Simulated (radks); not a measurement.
Results of a calculation; reference values are marked as such.
Initial-state core-level shifts of neutral tungsten when its valence configuration changes from [Xe] 4f14 5d4 6s2. Level of theory: Dirac Kohn-Sham, LDA (Slater exchange, Perdew-Wang correlation), spin-unpolarised, spherical densities, point nucleus; open shells fill j = l - 1/2 first (a radial shooting solver on a logarithmic mesh with Libxc functionals). Shifts are changes of the shell-averaged eigenvalues in eV (positive: less bound).

| valence | 1s | 2s | 3s | 5p |
|---|---|---|---|---|
| 4f14 5d4 6s1 6p1 | -1.331 | -1.311 | -1.317 | -1.313 |
| 4f14 5d4.5 6s0.5 6p1 | -0.388 | -0.308 | -0.324 | -0.394 |
| 4f13 5d5 6s1 6p1 | -10.785 | -11.629 | -13.079 | -4.419 |
| 4f14 5d6 | +3.017 | +3.217 | +3.200 | +3.008 |
| 4f13.5 5d6 6p0.5 | -2.639 | -2.882 | -3.607 | +0.403 |
| 4f14 5d4 6p2 | -2.542 | -2.504 | -2.517 | -2.502 |
| 4f13 5d4 6s1 6p2 | -14.421 | -15.396 | -16.820 | -7.877 |
| 4f13 5d4 6s2 6p1 | -13.176 | -14.164 | -15.582 | -6.662 |
| 4f12 5d6 6s2 | -19.396 | -21.213 | -24.252 | -6.052 |
